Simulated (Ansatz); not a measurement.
Reaction (isomerisation): `O[CH2][GeH2][OH]` → `OC[O][GeH3]`

Program: Ansatz. Geometries: PBE0-D4/def2-TZVP. ΔE: electronic, gas phase. CCSD(T)/CBS adds triple-zeta CCSD(T) − MP2 to the extrapolated MP2 energy (def2 sets, frozen cores). DFT in def2-TZVPP. HSE06 is defined as in plane-wave codes. For Ge outer-core shells are correlated without core-valence functions, which leaves a few kJ/mol of doubt a bond. Scalar relativity is left out up to krypton. Each species was taken in one conformer, which may not be the lowest.

**Question.** Is it downhill or uphill in electronic energy at CCSD(T)/CBS, and by how much? (An estimate is asked.)

**Answer.** Computed: Uphill: ΔE = +32.1 kJ/mol.

**Question.** What do these levels give: PBE-D4, r2SCAN-D4, r2SCAN0-D4, HSE06-D4, r2SCANh, CAM-B3LYP, RPA@PBE/def2-TZVPP, CCSD/def2-SVP, HF/def2-TZVPP, CCSD/def2-TZVPP, HF/def2-QZVPP, MP2/def2-QZVPP? (Estimate.)

**Answer.** Ansatz gave: PBE-D4 24.9, r2SCAN-D4 22.9, r2SCAN0-D4 24.0, HSE06-D4 25.6, r2SCANh 23.5, CAM-B3LYP 21.2, RPA@PBE/def2-TZVPP 25.1, CCSD/def2-SVP 6.1, HF/def2-TZVPP 15.7, CCSD/def2-TZVPP 27.6, HF/def2-QZVPP 15.3, MP2/def2-QZVPP 35.2 kJ/mol.

**Question.** What do rigid-rotor, harmonic-oscillator terms from PBE0-D4/def2-TZVP frequencies (298.15 K, 1 bar) make of the CCSD(T)/CBS value? (Estimate.)

**Answer.** Computed: ΔZPE = -1.1 kJ/mol, ΔH = +29.3 kJ/mol, ΔS = -9 J/(mol·K), ΔG = +31.9 kJ/mol. Modes under 50 cm⁻¹ make the entropy rough.

Largest T1 diagnostic among the species: 0.012.

At CCSD(T), def2-SVP lies −27.1 kJ/mol from the extrapolated value and def2-TZVPP −4.6 kJ/mol. Leaving LDA and LC-ωPBE aside and taking each functional with its dispersion term where it has one, the values, not all of them listed here, spread over 9.7 kJ/mol, from B97M-V to PBE-QIDH. LDA lies −8.3 kJ/mol from PBE without D4. In def2-TZVPP, CCSD(T) changes the Hartree–Fock value by +11.8 kJ/mol (the triples alone add −0.1 kJ/mol) and MP2 by +17.0 kJ/mol.
